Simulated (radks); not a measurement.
The numbers below are computed, except where a source is named.
The rhodium ion Rh+ inside a hard spherical wall (all orbitals vanish at R), configuration held at [Kr] 4d8 and not refilled when levels cross. Code: a radial shooting solver on a logarithmic mesh with Libxc functionals. Model: scalar-relativistic Kohn-Sham, PBE, spin-polarised, spherical densities, point nucleus; open shells are filled with parallel spins first (spin-orbit coupling, left out, can overturn this in heavy ions). Eigenvalues in eV for spin up, with the zero of energy where the potential of the charges vanishes at infinity; a dash marks a level that is unbound or too diffuse for the functional's potential to be trusted. A positive occupied level is held by the wall or, in an anion where self-interaction has pushed it up, behind a barrier. The pressure on the wall is -dE/dV.

\begin{tabular}{lrrrrrrrrr}
R (bohr) & E (hartree) & kinetic (hartree) & e(3d) & e(4s) & e(4p) & e(4d) & e(5s, empty) & e(5p, empty) & pressure (GPa) \\ \hline
free & -4783.86592 & 4954.488 & -308.25 & -90.753 & -58.748 & -14.174 & -11.059 & -6.360 & 0 \\
10 & -4783.86592 & 4954.488 & -308.25 & -90.753 & -58.748 & -14.174 & -11.058 & -6.341 & 0.000104 \\
8 & -4783.86583 & 4954.489 & -308.24 & -90.745 & -58.740 & -14.166 & -11.036 & -6.207 & 0.00612 \\
7 & -4783.86536 & 4954.494 & -308.21 & -90.713 & -58.708 & -14.138 & -10.963 & -5.938 & 0.0474 \\
6 & -4783.86265 & 4954.518 & -308.06 & -90.575 & -58.575 & -14.018 & -10.678 & -5.219 & 0.374 \\
5 & -4783.84706 & 4954.630 & -307.47 & -90.042 & -58.062 & -13.544 & -9.624 & -3.241 & 3.09 \\
4 & -4783.75529 & 4955.157 & -305.28 & -88.134 & -56.239 & -11.777 & -5.712 & 2.698 & 29.1 \\
3 & -4783.13818 & 4958.096 & -296.98 & -81.524 & -49.932 & -4.897 & 10.714 & 24.127 & 381 \\
2.5 & -4781.75299 & 4964.265 & -285.11 & -72.928 & -41.414 & 5.326 & 36.933 & 55.357 & 1800 \\
2 & -4776.66794 & 4985.299 & -256.69 & -52.881 & -20.197 & 31.398 & 106.12 & 132.14 & 11200 \\
1.5 & -4753.54226 & 5066.399 & -183.71 & 9.405 & 48.328 & 111.87 & 319.25 & 354.51 & 98500 \\
\end{tabular}
